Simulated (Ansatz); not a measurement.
Relaxation of FH₆O₂W (10 atoms, charge 0, multiplicity 2), to a largest force component of 0.03 eV/Å in at most 50 steps.

Theory: Ansatz, UKS B3LYP-D4/def2-SVP.

```xyz
10
Properties=species:S:1:pos:R:3:forces:R:3
W 0.134 -0.045 -0.229 0.01 0.01 -0.12
F 0.921 0.279 2.698 2.35 2.05 -1.44
O 1.944 -0.324 0.094 -0.11 0.02 -0.02
H 2.307 -0.412 0.988 0.14 -0.02 0.13
H -0.469 1.535 0.049 0.00 0.02 0.01
H -1.109 -0.220 0.937 0.00 0.00 0.01
H -0.839 -1.417 -0.474 0.00 -0.01 0.01
H -0.184 -0.141 -1.894 -0.03 0.00 0.02
O -0.007 -0.527 3.241 -2.50 -2.08 1.25
H -0.714 -0.481 2.548 0.14 0.01 0.15
```

Q: Where does it end, and by what steps?

A: The forces met the threshold. After 12 steps the energy has fallen by 0.150 eV; O9 moved furthest, 0.14 Å.

| step | energy less start (eV) | largest force component (eV/Å) | accepted |
| --- | --- | --- | --- |
| 0 | 0.0000 | 2.502 | yes |
| 1 | -0.0899 | 1.724 | yes |
| 2 | -0.0420 | 2.190 | no |
| 3 | -0.1207 | 1.053 | yes |
| 4 | -0.1381 | 0.212 | yes |
| 5 | -0.1404 | 0.229 | yes |
| 6 | -0.1423 | 0.467 | yes |
| 7 | -0.1428 | 0.452 | yes |
| 8 | -0.1376 | 0.566 | no |
| 9 | -0.1491 | 0.100 | yes |
| 10 | -0.1493 | 0.062 | yes |
| 11 | -0.1490 | 0.130 | no |
| 12 | -0.1502 | 0.016 | yes |

```xyz
10
Properties=species:S:1:pos:R:3
W 0.135 -0.045 -0.195
F 0.904 0.295 2.625
O 1.946 -0.320 0.122
H 2.368 -0.372 0.995
H -0.454 1.558 -0.046
H -1.130 -0.103 0.963
H -0.841 -1.428 -0.373
H -0.195 -0.151 -1.856
O -0.010 -0.656 3.189
H -0.741 -0.531 2.533
```

Run time: 29 s on 4 threads of Arm Neoverse V2, on a shared host, peak memory 0.31 GiB.
